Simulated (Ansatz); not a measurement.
One change: `CCC#CCCCC` becomes `CCC#CCCCCC`.

Ansatz, PBE0-D4/def2-TZVP geometries, multiplicity 1. Each molecule was computed in one conformer, which needn't be the lowest.

```
                                          property  `CCC#CCCCC`
             HOMO–LUMO gap (B3LYP/def2-TZVPP) / eV         7.61
  size of the dipole moment (B3LYP/def2-TZVPP) / D         0.17
              HOMO–LUMO gap (PBE0/def2-TZVPP) / eV         8.14
    size of the dipole moment (PBE/def2-TZVPP) / D         0.17
           HOMO–LUMO gap (ωB97M-V/def2-TZVPP) / eV        11.79
size of the dipole moment (ωB97M-V/def2-TZVPP) / D         0.19
```

What does the change do to each property? (An estimate is asked.)

Ansatz gave: 
```
                                          property  `CCC#CCCCCC`  shift
             HOMO–LUMO gap (B3LYP/def2-TZVPP) / eV          7.56  -0.05
  size of the dipole moment (B3LYP/def2-TZVPP) / D          0.17   0.00
              HOMO–LUMO gap (PBE0/def2-TZVPP) / eV          8.08  -0.06
    size of the dipole moment (PBE/def2-TZVPP) / D          0.17   0.00
           HOMO–LUMO gap (ωB97M-V/def2-TZVPP) / eV         11.73  -0.06
size of the dipole moment (ωB97M-V/def2-TZVPP) / D          0.18  -0.01
```

Dipoles are sizes alone; their direction can turn.

Positive LUMOs are unbound, so they and the gaps depend on the basis.

B3LYP here is the variant with VWN-RPA as its local correlation; programs differ in this.
